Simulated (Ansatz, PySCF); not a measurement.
System: sum formula BiOF₂, net charge -1, singlet state. It need not be the lowest isomer of its formula. Whether it binds its extra electron was not tested at this geometry. 
Structure (B3LYP-D3(BJ)/def2-TZVP (Ansatz, a program for electronic structure) minimum search):
```xyz
4

Bi    -0.0277    -0.0081     0.2284
F      1.5288    -1.0321    -0.7775
F      0.1585     1.8088    -0.8427
O     -1.6113    -0.7898    -0.5466
```
Charge -1, spin multiplicity 1.

Total electronic energies in hartree. Cores are frozen in the correlated levels unless marked. Spin-orbit coupling is left out. Frozen are the shells of the preceding noble gas and the d and f shells that filled before the atom's block. In def2 rows, elements after Kr have scalar-relativistic effective core potentials. CBS(X,Y): correlation extrapolated as X^-3; Hartree-Fock from the larger set. The bracket is a focal-point correction in the basis named.

| level | program | energy (Eh) |
|---|---|---|
| HF/def2-TZVPD | PySCF | -487.48101 |
| PBE/def2-TZVPD | PySCF | -489.57903 |
| BLYP-D3(BJ)/def2-TZVPD | Ansatz + dftd3 | -489.77713 |
| BLYP/def2-TZVPD | Ansatz | -489.77208 |
| r2SCAN/def2-TZVPD | Ansatz | -489.78405 |
| PBE0-D3(BJ)/def2-TZVPD | Ansatz + dftd3 | -489.52339 |
| PBE0/def2-TZVPD | Ansatz | -489.52143 |
| BHLYP-D4/def2-TZVPD | Ansatz + dftd4 | (withheld) |
| TPSSh-D4/def2-TZVPD | PySCF + dftd4 | (withheld) |
| LC-wPBE-D4/def2-TZVPD | Ansatz + dftd4 | (withheld) |
| PBE-QIDH/def2-TZVPD | Ansatz | -489.14805 |
| RI-MP2/def2-TZVPPD | Ansatz | -488.39291 |
| RI-MP2/def2-QZVPPD | Ansatz | -488.48162 |
| RI-MP2/CBS(def2-TZVPPD,def2-QZVPPD)+[CCSD(T)-MP2]/def2-SVPD | Ansatz | -488.5508 |
| RI-MP2/CBS(def2-TZVPPD,def2-QZVPPD)+[CCSD(T)-MP2]/def2-TZVPPD | Ansatz | -488.5549 |

Problem. Fill in the missing entries.

Solution. 
- BHLYP-D4/def2-TZVPD, energy (Eh): -489.55284
- TPSSh-D4/def2-TZVPD, energy (Eh): -489.72622
- LC-wPBE-D4/def2-TZVPD, energy (Eh): -489.67557
